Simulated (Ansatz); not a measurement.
CH5O2Si (`[CH2][SiH](O)O`) radical. The species carries charge 0 and has multiplicity 2. The geometry is a stationary point of PBE0-D4/def2-TZVP. It is one conformer, not always the lowest.

```xyz
9

C    -1.445   -0.239    0.559
Si    0.289    0.050    0.063
O     0.767   -1.270   -0.792
O     0.302    1.452   -0.795
H    -2.146    0.573    0.716
H    -1.835   -1.234    0.744
H     1.231    0.209    1.212
H     1.705   -1.459   -0.830
H     1.134    1.918   -0.877
```

(1) What is the dipole moment at ωB97M-V/def2-TZVPP? (Estimate.)

(2) And with PBE, r2SCAN, B3LYP? (Best estimate.)

(3) Give the Mulliken charges with ωB97M-V, B3LYP, PBE in def2-TZVPP. (Best estimate.)

## Answers

(1) The calculation gave: 1.91 D, with components (1.81, 0.28, 0.55) D in this frame, pointing from negative to positive charge.

(2) The calculation gave: PBE 1.81 D, r2SCAN 1.86 D, B3LYP 1.92 D.

(3) The calculation gave: 
```json
{"atom": "C1", "ωB97M-V": "-0.38", "B3LYP": "-0.33", "PBE": "-0.28"}
{"atom": "Si2", "ωB97M-V": "0.60", "B3LYP": "0.64", "PBE": "0.52"}
{"atom": "O3", "ωB97M-V": "-0.37", "B3LYP": "-0.39", "PBE": "-0.35"}
{"atom": "O4", "ωB97M-V": "-0.37", "B3LYP": "-0.39", "PBE": "-0.34"}
{"atom": "H5", "ωB97M-V": "0.14", "B3LYP": "0.12", "PBE": "0.11"}
{"atom": "H6", "ωB97M-V": "0.14", "B3LYP": "0.12", "PBE": "0.11"}
{"atom": "H7", "ωB97M-V": "-0.09", "B3LYP": "-0.13", "PBE": "-0.13"}
{"atom": "H8", "ωB97M-V": "0.17", "B3LYP": "0.18", "PBE": "0.18"}
{"atom": "H9", "ωB97M-V": "0.17", "B3LYP": "0.18", "PBE": "0.18"}
```

B3LYP here is the variant with VWN-RPA as its local correlation; programs differ in this.

Results of the Gaussian-basis code of Ansatz.
